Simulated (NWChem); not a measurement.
System: TeO, triplet; SMILES O=[Te]

Parts of the log:

```
             Northwest Computational Chemistry Package (NWChem) 7.3.0
             --------------------------------------------------------

 ORDER OF PRIMARY AXIS IS BEING SET TO 4
 C4V symmetry detected

                             Geometry "geometry" -> ""
                             -------------------------

 Output coordinates in angstroms (scale by  1.889725989 to convert to a.u.)

  No.       Tag          Charge          X              Y              Z
 ---- ---------------- ---------- -------------- -------------- --------------
    1 O                    8.0000     0.00000000     0.00000000    -1.60390880
    2 Te                  52.0000     0.00000000     0.00000000     0.24675520

 Effective nuclear repulsion energy (a.u.)     118.9506769375

      Symmetry information
      --------------------

 Group name             C4v
 Group number             18
 Group order               8
 No. of unique centers     2

                                 NWChem DFT Module
                                 -----------------

 Summary of "ao basis" -> "ao basis" (spherical)
 ------------------------------------------------------------------------------
       Tag                 Description            Shells   Functions and Types
 ---------------- ------------------------------  ------  ---------------------
 O                         def2-tzvpp               11       31   5s3p2d1f
 Te                        def2-tzvpp               16       50   6s5p3d2f

      Symmetry analysis of basis
      --------------------------

        a1         27
        a2          0
        b1          8
        b2          8
        e          38

            General Information
            -------------------
          SCF calculation type: DFT
          Wavefunction type:  spin polarized.
          No. of atoms     :     2
          No. of electrons :    32
           Alpha electrons :    17
            Beta electrons :    15
          Charge           :     0
          Spin multiplicity:     3
          Use of symmetry is: on ; symmetry adaption is: on
          Maximum number of iterations: 150
          AO basis - number of functions:    81
                     number of shells:    27
          Convergence on energy requested:  1.00D-06
          Convergence on density requested:  1.00D-05
          Convergence on gradient requested:  5.00D-04

              XC Information
              --------------
                         B3LYP Method XC Potential
                     Hartree-Fock (Exact) Exchange  0.200
                        Slater Exchange Functional  0.800 local
                    Becke 1988 Exchange Functional  0.720 non-local
              Lee-Yang-Parr Correlation Functional  0.810
                  VWN I RPA Correlation Functional  0.190 local

             Grid Information
             ----------------
          Grid used for XC integration:  medium
          Radial quadrature: Mura-Knowles
          Angular quadrature: Lebedev.
          Tag              B.-S. Rad. Rad. Pts. Rad. Cut. Ang. Pts.
          ---              ---------- --------- --------- ---------
          O                   0.60       49           8.0       434
          Te                  1.40      123           7.0       590
          Grid pruning is: on
          Number of quadrature shells:   172
          Spatial weights used:  Erf1

      Superposition of Atomic Density Guess
      -------------------------------------

 Sum of atomic energies:        -386.05256127

      Non-variational initial energy
      ------------------------------

 Total energy =    -341.636371
 1-e energy   =    -679.333286
 2-e energy   =     282.796603
 HOMO         =      -0.198720
 LUMO         =      -0.198720

 !!!!!!!!!!!!!!!!!!!!!!!!!!!!!!!!!!!!!!!!!!!!!!!!!!!!!!!!!!!!!!!!!!!!!!
 Warning - the HOMO and LUMO are degenerate and you are using symmetry.
 This can lead to non-variational energies and poor convergence.
 Modify the initial guess, or use an open-shell wavefunction, or turn
 off symmetry.
 !!!!!!!!!!!!!!!!!!!!!!!!!!!!!!!!!!!!!!!!!!!!!!!!!!!!!!!!!!!!!!!!!!!!!!

   Symmetry analysis of molecular orbitals - initial alpha
   -------------------------------------------------------

 !! scf_movecs_sym_adapt:   16 vectors were symmetry contaminated

  Symmetry fudging

 !! scf_movecs_sym_adapt:   14 vectors were symmetry contaminated

  Numbering of irreducible representations:

     1 a1          2 a2          3 b1          4 b2          5 e

  Orbital symmetries:

     1 a1          2 a1          3 a1          4 e           5 e
     6 a1          7 e           8 e           9 b2         10 b1
    11 a1         12 a1         13 e          14 e          15 a1
    16 e          17 e          18 a1         19 e          20 e
    21 a1         22 b2         23 b1         24 a1         25 e
    26 e          27 a1

   Symmetry analysis of molecular orbitals - initial beta
   ------------------------------------------------------

 !! scf_movecs_sym_adapt:   16 vectors were symmetry contaminated

  Symmetry fudging

 !! scf_movecs_sym_adapt:   14 vectors were symmetry contaminated

  Numbering of irreducible representations:

     1 a1          2 a2          3 b1          4 b2          5 e

  Orbital symmetries:

     1 a1          2 a1          3 a1          4 e           5 e
     6 a1          7 e           8 e           9 b2         10 b1
    11 a1         12 a1         13 e          14 e          15 a1
    16 e          17 e          18 a1         19 e          20 e
    21 a1         22 b2         23 b1         24 a1         25 e
    26 e          27 a1

     ---------------------------------------------
      Total Density - Mulliken Population Analysis
     ---------------------------------------------

    Atom       Charge   Shell Charges
 -----------   ------   -------------------------------------------------------
    1 O    8     9.05   0.79  1.18  0.62  1.01  0.30  1.98  2.17  0.99  0.00  0.01  0.00
    2 Te  24    22.95   0.28 -0.84  1.56  1.00  1.08  0.88 -0.50  6.45  0.81  1.49  0.63  9.09  0.91  0.08  0.03  0.00

     --------------------------------------------
      Spin Density - Mulliken Population Analysis
     --------------------------------------------

    Atom       Charge   Shell Charges
 -----------   ------   -------------------------------------------------------
    1 O    8     0.26   0.00  0.00  0.00  0.00  0.00  0.14  0.12  0.00  0.00  0.00 -0.00
    2 Te  24     1.74   0.00  0.00 -0.00  0.00 -0.00 -0.00 -0.01  0.02  0.37  0.88  0.47  0.00  0.00  0.01  0.00  0.00

   convergence    iter        energy       DeltaE   RMS-Dens  Diis-err
 ---------------- ----- ----------------- --------- --------- ---------
 d= 0,ls=0.0,diis     1   -343.1839212999 -3.98D+02  1.38D-02  2.22D-01
                                                     1.75D-02  2.59D-01
 d= 0,ls=0.0,diis     2   -341.6575765321  1.53D+00  8.56D-03  3.70D+00
                                                     1.20D-02  2.40D+00
 d= 0,ls=0.0,diis     3   -343.3153254165 -1.66D+00  1.50D-03  1.47D-02
                                                     1.57D-03  9.96D-03
 d= 0,ls=0.0,diis     4   -343.3193008720 -3.98D-03  4.60D-04  6.06D-03
                                                     4.40D-04  5.05D-03
 d= 0,ls=0.0,diis     5   -343.3206862833 -1.39D-03  1.51D-04  1.21D-03
                                                     7.31D-05  7.54D-04
  Resetting Diis
 d= 0,ls=0.0,diis     6   -343.3210207661 -3.34D-04  1.61D-04  2.73D-04
                                                     1.08D-04  1.87D-04
 d= 0,ls=0.0,diis     7   -343.3211360383 -1.15D-04  2.88D-05  4.10D-06
                                                     3.01D-05  3.28D-06
 d= 0,ls=0.0,diis     8   -343.3211334493  2.59D-06  1.64D-05  9.47D-06
                                                     3.03D-05  1.03D-05
 d= 0,ls=0.0,diis     9   -343.3211352394 -1.79D-06  1.08D-05  4.90D-06
                                                     1.46D-05  4.75D-06
 d= 0,ls=0.0,diis    10   -343.3211372366 -2.00D-06  1.99D-06  1.20D-08
                                                     2.50D-06  2.31D-08
 d= 0,ls=0.0,diis    11   -343.3211372563 -1.96D-08  1.48D-06  6.13D-09
                                                     1.47D-06  4.41D-09

         Total DFT energy =     -343.321137256263
      One electron energy =     -679.781337519705
           Coulomb energy =      310.954477576968
    Exchange-Corr. energy =      -29.394589746221
 Nuclear repulsion energy =       54.900312432696

 Numeric. integr. density =       32.000005041393

                  Occupations of the irreducible representations
                  ----------------------------------------------

                     irrep           alpha         beta
                     --------     --------     --------
                     a1                7.0          7.0
                     a2                0.0          0.0
                     b1                1.0          1.0
                     b2                1.0          1.0
                     e                 8.0          6.0

                    DFT Final Alpha Molecular Orbital Analysis
                    ------------------------------------------

 Vector   15  Occ=1.000000D+00  E=-3.814967D-01  Symmetry=e
              MO Center= -1.9D-17,  1.7D-16, -1.2D+00, r^2= 1.4D+00
   Bfn.  Coefficient  Atom+Function         Bfn.  Coefficient  Atom+Function
  ----- ------------  ---------------      ----- ------------  ---------------
     6      0.300511  1 O  px                 7      0.294348  1 O  py
     9      0.249359  1 O  px                10      0.244245  1 O  py
    47      0.172035  2 Te px                48      0.168507  2 Te py
    12      0.156642  1 O  px                41     -0.155500  2 Te px
    13      0.153429  1 O  py                42     -0.152311  2 Te py

 Vector   16  Occ=1.000000D+00  E=-2.516922D-01  Symmetry=e
              MO Center=  6.8D-16, -3.9D-16, -1.8D-02, r^2= 2.6D+00
   Bfn.  Coefficient  Atom+Function         Bfn.  Coefficient  Atom+Function
  ----- ------------  ---------------      ----- ------------  ---------------
    47      0.480969  2 Te px                41     -0.362929  2 Te px
    44      0.308869  2 Te px                 6     -0.238177  1 O  px
    50      0.218605  2 Te px                48     -0.216800  2 Te py
     9     -0.189766  1 O  px                12     -0.173662  1 O  px
    42      0.163593  2 Te py                45     -0.139225  2 Te py

 Vector   17  Occ=1.000000D+00  E=-2.516922D-01  Symmetry=e
              MO Center= -3.3D-15, -3.7D-15, -1.8D-02, r^2= 2.6D+00
   Bfn.  Coefficient  Atom+Function         Bfn.  Coefficient  Atom+Function
  ----- ------------  ---------------      ----- ------------  ---------------
    48      0.480969  2 Te py                42     -0.362929  2 Te py
    45      0.308869  2 Te py                 7     -0.238177  1 O  py
    51      0.218605  2 Te py                47      0.216800  2 Te px
    10     -0.189766  1 O  py                13     -0.173662  1 O  py
    41     -0.163593  2 Te px                44      0.139225  2 Te px

 Vector   18  Occ=0.000000D+00  E=-5.968863D-02  Symmetry=a1
              MO Center=  4.9D-14, -3.7D-14,  1.9D-01, r^2= 3.8D+00
   Bfn.  Coefficient  Atom+Function         Bfn.  Coefficient  Atom+Function
  ----- ------------  ---------------      ----- ------------  ---------------
    52      0.657066  2 Te pz                 5      0.365117  1 O  s
    49      0.359404  2 Te pz                37     -0.306772  2 Te s
    43     -0.263780  2 Te pz                 8      0.244631  1 O  pz
    46      0.234137  2 Te pz                14      0.223253  1 O  pz
    11      0.209564  1 O  pz                36     -0.195988  2 Te s

 Vector   19  Occ=0.000000D+00  E= 1.250282D-01  Symmetry=e
              MO Center= -3.2D-15, -7.8D-15,  3.4D-01, r^2= 7.2D+00
   Bfn.  Coefficient  Atom+Function         Bfn.  Coefficient  Atom+Function
  ----- ------------  ---------------      ----- ------------  ---------------
    51      1.556118  2 Te py                48     -1.212628  2 Te py
    42      0.251481  2 Te py                50     -0.136183  2 Te px
    47      0.106123  2 Te px                45     -0.085234  2 Te py
    64      0.070006  2 Te d -1              13     -0.062852  1 O  py
    39      0.039945  2 Te py

 Vector   20  Occ=0.000000D+00  E= 1.250282D-01  Symmetry=e
              MO Center=  1.3D-14,  7.7D-15,  3.4D-01, r^2= 7.2D+00
   Bfn.  Coefficient  Atom+Function         Bfn.  Coefficient  Atom+Function
  ----- ------------  ---------------      ----- ------------  ---------------
    50      1.556118  2 Te px                47     -1.212628  2 Te px
    41      0.251481  2 Te px                51      0.136183  2 Te py
    48     -0.106123  2 Te py                44     -0.085234  2 Te px
    66     -0.070006  2 Te d  1              12     -0.062852  1 O  px
    38      0.039945  2 Te px

                     DFT Final Beta Molecular Orbital Analysis
                     -----------------------------------------

 Vector   13  Occ=1.000000D+00  E=-3.618923D-01  Symmetry=a1
              MO Center= -1.0D-14,  1.0D-15, -8.2D-01, r^2= 2.4D+00
   Bfn.  Coefficient  Atom+Function         Bfn.  Coefficient  Atom+Function
  ----- ------------  ---------------      ----- ------------  ---------------
     8      0.371264  1 O  pz                43      0.307733  2 Te pz
    11      0.305591  1 O  pz                46     -0.279108  2 Te pz
    37     -0.277521  2 Te s                 49     -0.257207  2 Te pz
    14      0.215909  1 O  pz                33     -0.133819  2 Te s
    34      0.118710  2 Te s                  5     -0.113287  1 O  s

 Vector   14  Occ=1.000000D+00  E=-3.164941D-01  Symmetry=e
              MO Center=  4.9D-18,  1.2D-15, -9.9D-01, r^2= 1.8D+00
   Bfn.  Coefficient  Atom+Function         Bfn.  Coefficient  Atom+Function
  ----- ------------  ---------------      ----- ------------  ---------------
     7      0.354469  1 O  py                10      0.296631  1 O  py
    48      0.286658  2 Te py                42     -0.262388  2 Te py
    13      0.224676  1 O  py                45      0.223830  2 Te py
    51      0.129853  2 Te py                54      0.059695  2 Te d -1
    64     -0.051906  2 Te d -1              39     -0.042295  2 Te py

 Vector   15  Occ=1.000000D+00  E=-3.164941D-01  Symmetry=e
              MO Center= -5.1D-14,  3.0D-15, -9.9D-01, r^2= 1.8D+00
   Bfn.  Coefficient  Atom+Function         Bfn.  Coefficient  Atom+Function
  ----- ------------  ---------------      ----- ------------  ---------------
     6      0.354469  1 O  px                 9      0.296631  1 O  px
    47      0.286658  2 Te px                41     -0.262388  2 Te px
    12      0.224676  1 O  px                44      0.223830  2 Te px
    50      0.129853  2 Te px                56     -0.059695  2 Te d  1
    66      0.051906  2 Te d  1              38     -0.042295  2 Te px

[...]

                         DFT ENERGY GRADIENTS

    atom               coordinates                        gradient
                 x          y          z           x          y          z
   1 O       0.000000   0.000000  -3.030948    0.000000   0.000000  -0.014029
   2 Te      0.000000   0.000000   0.466300    0.000000   0.000000   0.014029
```

Level: B3LYP/def2-TZVPP with def2 effective core potentials on Te, spin-unrestricted. All runs use the structure optimised with PBE0/def2-SVP, spin-unrestricted. No stability test was run on the SCF state. def2 effective core potentials on Te; no spin-orbit coupling.

Write an input that gives this output.

One answer among several that fit: the input that was run:
```
start job
memory heap 200 mb stack 900 mb global 1100 mb
geometry units angstroms noautoz
  O      0.000000     0.000000    -1.587101
  Te     0.000000     0.000000     0.263563
end
basis spherical
  * library def2-tzvpp
end
ecp
  Te library def2-ecp
end
dft
  odft
  mult 3
  xc b3lyp
  iterations 150
  mulliken
end
task dft gradient
```
